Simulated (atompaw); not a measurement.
Logarithmic derivatives: sulfur, PAW (atompaw)

S (Z = 16), PAW, made with atompaw 4.2.0.5 (LDA (PW92), scalar-relativistic). Core [Ne], reference 3s2 3p2.5 (charge +1.5). Waves: 3s (bound): rc 1.45 bohr; 3s channel at 0.9 Ry: rc 1.45 bohr; 3p (bound): rc 1.45 bohr; 3p channel at 2.05 Ry: rc 1.45 bohr. Local part: bessel scheme, radius 1.15 bohr. Core correction: smooth core density matched at 0.75 bohr. Augmentation charge: besselshape compensation charge, radius 1.10 bohr; PAW radius 1.45 bohr; waves and projectors: custom rrkj gramschmidtortho.

The phase is arctan(r·u′/u) with u = r·R(r), unwrapped; energies in Ry, scanned from -4 to 5 Ry. A pole is an energy at which the radial function vanishes at the test radius. The pseudo phase is shifted by a multiple of π to meet the all-electron one at the reference energy, and phase errors are pseudo minus all-electron; the curves can meet again beyond the range given. Levels narrower than the energy grid can be missing from the lists of poles.

| channel | radius (bohr) | reference energy (Ry) | poles, all-electron | poles, pseudo | unbroken range about the reference energy with phases within 0.05 rad | phase error 1 Ry above the reference energy (rad) |
| --- | --- | --- | --- | --- | --- | --- |
| s | 1.46 | -2.45 | 3.79 | 3.77 | the whole range | -0.000 |
| p | 1.46 | -1.64 | 4.75 | 4.73 | the whole range | -0.000 |

Phases in the p channel:

```csv
E (Ry),all-electron,pseudo
-4.00,1.011,1.010
-3.52,0.931,0.931
-3.04,0.821,0.820
-2.56,0.661,0.661
-2.08,0.427,0.427
-1.60,0.098,0.098
-1.12,-0.293,-0.293
-0.64,-0.647,-0.647
-0.16,-0.906,-0.907
0.32,-1.084,-1.084
0.80,-1.207,-1.207
1.28,-1.295,-1.295
1.76,-1.361,-1.361
2.24,-1.413,-1.413
2.72,-1.454,-1.454
3.20,-1.488,-1.488
3.68,-1.518,-1.518
4.16,-1.543,-1.544
4.64,-1.566,-1.567
```
